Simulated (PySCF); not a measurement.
Cd²⁺ (cadmium, charge +2) across methods

[Kr] 4d10, closed-shell 1S. All numbers are calculated (PySCF 2.14, the spin-free X2C one-electron Hamiltonian (Gaussian nucleus), in x2c-QZVPPall with one added diffuse shell each of s, p, d, f, g type (14s9p8d5f3g, 143 functions)).

```json
{"method": "UHF", "E (hartree)": "-5590.54645", "mean ε 4s (eV)": "-147.43", "mean ε 4p (eV)": "-103.39", "mean ε 4d (eV)": "-38.068", "Σ⟨r²⟩ (bohr²)": "29.14", "⟨S²⟩": "0.000"}
{"method": "PBE", "E (hartree)": "-5592.66", "mean ε 4s (eV)": "-124.68", "mean ε 4p (eV)": "-85.866", "mean ε 4d (eV)": "-30.434", "Σ⟨r²⟩ (bohr²)": "29.56", "⟨S²⟩": "0.000"}
{"method": "LDA", "E (hartree)": "-5587.39", "mean ε 4s (eV)": "-124.71", "mean ε 4p (eV)": "-85.990", "mean ε 4d (eV)": "-30.705", "Σ⟨r²⟩ (bohr²)": "29.61", "⟨S²⟩": "0.000"}
{"method": "PBE0", "E (hartree)": "-5592.75", "mean ε 4s (eV)": "-130.68", "mean ε 4p (eV)": "-90.547", "mean ε 4d (eV)": "-32.612", "Σ⟨r²⟩ (bohr²)": "29.37", "⟨S²⟩": "0.000"}
```

Estimate the same row for r2SCAN.

E (hartree) = -5593.09; mean ε 4s (eV) = -127.52; mean ε 4p (eV) = -87.811; mean ε 4d (eV) = -30.743; Σ⟨r²⟩ (bohr²) = 29.33; ⟨S²⟩ = 0.000.
